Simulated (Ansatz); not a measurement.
**ErF3(NH3) in a box, plane waves**

Ansatz 0.2.0, DFT PBE, scalar-relativistic, plane waves, PAW, molecule in a box. The geometry was relaxed with Gaussian bases (PBE; Er lcecp-1-SVP with ECP57, F def2-SVP, N def2-SVP, H def2-SVP).

```yaml
crystal:
  lattice:
    - [12.05, 0.0, 0.0]
    - [0.0, 12.05, 0.0]
    - [0.0, 0.0, 12.05]
  atoms:
    - { symbol: Er, position: [0.54347054, 0.45666805, 0.54347054], spin: 3.0 }
    - { symbol: F, position: [0.62669461, 0.57582739, 0.62669461] }
    - { symbol: F, position: [0.4243112, 0.37344398, 0.62669461] }
    - { symbol: F, position: [0.62669461, 0.37344398, 0.4243112] }
    - { symbol: "N", position: [0.4246556, 0.57548299, 0.4246556] }
    - { symbol: H, position: [0.37344398, 0.62669461, 0.47021079] }
    - { symbol: H, position: [0.47021079, 0.62669461, 0.37344398] }
    - { symbol: H, position: [0.37344398, 0.5299278, 0.37344398] }
basis:
  ecutwfc: 420
  ecutrho_ratio: 4
kpoints:
  mp_grid: { grid: [1, 1, 1] }
hamiltonian:
  xc: pbe
scf:
  occupations: { method: gaussian, width: 0.01 }
output:
  forces: true
  eigenvalues: true
  populations: true
  hubbard: { sites: [{ species: Er, l: f }] }
magnetization:
  spin_polarized: true
```

Command:
```sh
ansatz run input.yaml --threads 2 --pin off --max-ram 5120MiB --backend cpu --events-out ev --progress --plain --runs-dir out
```
It took 2.1 min on 2 threads of Arm Neoverse V2, on a shared host, peak memory 1.3 GiB.

Q: How does the SCF go?

A: 
```
SCF iter   1: F=—  HF=-14954.658731 eV  |F-HF|=—  |Δ(HF+E_count)|=         —  Δρ=2.07e-2 (↑1.63e-2 ↓2.07e-2)
Mixer restart at iter 1: flushing history
preconditioner: auto → Resta (q_TF=auto, 1.514 Å⁻¹)  ε∞=1.2  [insulator: Δε(μ)=0.266 eV  Ē_g=10.622 eV  σ=0.010 eV  W_gap=1.00  n_
spin=Collinear: Resta preconditioning applied to the charge; magnetization (m = ρ↑ − ρ↓) channel mixes plain (no charge-response k
SCF iter   2: F=—  HF=-14950.452675 eV  |F-HF|=—  |Δ(HF+E_count)|=    4.21e0  Δρ=6.56e-3 (↑6.30e-3 ↓6.56e-3)
...
SCF iter   3: F=—  HF=-14950.055189 eV  |F-HF|=—  |Δ(HF+E_count)|=   4.78e-3  Δρ=5.15e-5 (↑5.15e-5 ↓4.51e-5)
SCF iter   4: F=—  HF=-14950.055279 eV  |F-HF|=—  |Δ(HF+E_count)|=   8.99e-5  Δρ=2.01e-5 (↑1.20e-5 ↓2.01e-5)
SCF iter   5: F=—  HF=-14950.055276 eV  |F-HF|=—  |Δ(HF+E_count)|=   2.44e-6  Δρ=2.69e-6 (↑2.69e-6 ↓2.10e-6)
SCF iter   6: F=-14950.055276 eV  HF=-14950.055276 eV  |F-HF|=1.11e-8  |Δ(HF+E_count)|=   1.89e-7  Δρ=5.23e-7 (↑4.41e-7 ↓5.23e-7)
SCF iter   7: F=-14950.055276 eV  HF=-14950.055276 eV  |F-HF|=1.12e-8  |Δ(HF+E_count)|=  1.82e-12  Δρ=5.24e-7 (↑4.41e-7 ↓5.24e-7)
```

Q: Which levels lie next to the highest filled one (eV, counted from it)?

A: Filled: -1.61, -1.50, -1.41, -1.34, -1.34, -1.18, -0.21, -0.17, -0.17, 0.00. Empty: 1.16, 1.16, 1.32, 4.44, 4.47, 5.78, 5.85, 6.23.

Q: How is the f shell of Er1 filled?

A: Natural occupations, full = 1; up: 1.00, 1.00, 1.00, 1.00, 1.00, 1.00, 1.00; down: 0.04, 0.04, 0.07, 1.00, 1.00, 1.00, 1.00; in all 11.11 e.

Q: What forces are left at this geometry, relaxed with Gaussian bases (eV/Å)?

A: 
```
Er  -0.05  0.05 -0.05
F    0.01  0.00  0.00
F    0.00  0.00  0.01
F    0.00 -0.01  0.00
N   -0.15  0.15 -0.15
H    0.18 -0.18 -0.17
H   -0.17 -0.18  0.18
H    0.18  0.17  0.18
```

The open shells may stand above their lowest state.

The highest of the empty levels listed lie near the vacuum level and may be states of the box.

An lcecp potential fixes the number of 4f electrons, so in runs with it no electron can move into or out of that shell.
